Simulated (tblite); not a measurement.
1,1,2,2,3-pentafluoropropane, C3H3F5.
Atom-mapped SMILES: `[F:1][CH2:2][C:3]([F:4])([F:5])[CH:6]([F:7])[F:8]` (hydrogens: H9, H10 on C2; H11 on C6)

Computed geometry: GFN2-xTB, gas phase.

Q: What internal coordinates does the optimisation give?

A: 
```tsv
bond	length (Å)	order
F1–C2	1.362	single
C2–C3	1.533	single
C3–F4, C3–F5	1.354	single
C3–C6	1.548	single
C6–F7, C6–F8	1.344	single
C2–H9, C2–H10	1.094	single
C6–H11	1.101	single
```

Bonds in one row agree within 0.01 Å and their mean is given. Orders are formal, as drawn. A selection of angles:
```tsv
angle	degrees
F1–C2–C3	109.7
C2–C3–F4	108.9
C2–C3–F5	110.7
C2–C3–C6	112.0
F4–C3–F5	106.0
F4–C3–C6	110.8
F5–C3–C6	108.2
C3–C6–F7	110.8
C3–C6–F8	109.6
F7–C6–F8	107.4
```

Torsions: F1–C2–C3–F4 -169° (antiperiplanar); C2–C3–C6–F7 -169° (antiperiplanar). The mirror-image conformer, all signs reversed, is as good.

Of the pairs four or more bonds apart, F1···H11 is among the closest relative to their van der Waals radii: 2.60 Å, 97 % of the sum of Bondi's values. The 5 C–F bonds span 1.341 Å (C6–F7, drawn single) to 1.362 Å (F1–C2, drawn single), a spread of 0.021 Å.

Point group: C1 (no symmetry element, even within 0.4 Å). Its GFN2-xTB frequencies are all real (lowest 54 cm⁻¹). The numbers are those of one conformer.

The run took 0.28 s of wall time on Arm Neoverse N1, one thread, shared host with 64 logical CPUs at a one-minute load of 60. These figures are those of the optimisation.
